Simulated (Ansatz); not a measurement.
Start from `[OH][GaH][BH]BF` and change one atom or group to get `[BH2][GaH][OH]`.

Ansatz, PBE0-D4/def2-TZVP geometries, multiplicity 1. Each molecule was computed in one conformer, which needn't be the lowest.

Scalar relativity is left out up to krypton.

```json
{"property": "LUMO energy (PBE/def2-TZVPP) / eV", "`[OH][GaH][BH]BF`": "-3.71"}
{"property": "zero-point energy (PBE0-D4/def2-TZVP) / kJ/mol", "`[OH][GaH][BH]BF`": "124.2"}
{"property": "size of the dipole moment (PBE/def2-TZVPP) / D", "`[OH][GaH][BH]BF`": "1.40"}
{"property": "HOMO energy (PBE/def2-TZVPP) / eV", "`[OH][GaH][BH]BF`": "-6.36"}
{"property": "HOMO–LUMO gap (PBE/def2-TZVPP) / eV", "`[OH][GaH][BH]BF`": "2.64"}
{"property": "LUMO energy (PBE0/def2-TZVPP) / eV", "`[OH][GaH][BH]BF`": "-2.77"}
```

Problem. Give the same properties after the change, and the shifts. (An estimate is asked.)

Solution. Ansatz gave: 
```tsv
property	`[BH2][GaH][OH]`	shift
LUMO energy (PBE/def2-TZVPP) / eV	-3.58	0.13
zero-point energy (PBE0-D4/def2-TZVP) / kJ/mol	104.6	-19.6
size of the dipole moment (PBE/def2-TZVPP) / D	1.85	0.45
HOMO energy (PBE/def2-TZVPP) / eV	-6.42	-0.06
HOMO–LUMO gap (PBE/def2-TZVPP) / eV	2.84	0.20
LUMO energy (PBE0/def2-TZVPP) / eV	-2.59	0.18
```

With PBE0 the HOMO falls by 0.06 eV and the LUMO rises by 0.18 eV, so the gap widens by about 0.24 eV. PBE moves the HOMO by -0.06 eV and ωB97M-V by -0.10 eV. The zero-point energy changes by -19.6 kJ/mol with -6 modes. Dipoles are sizes alone; their direction can turn.
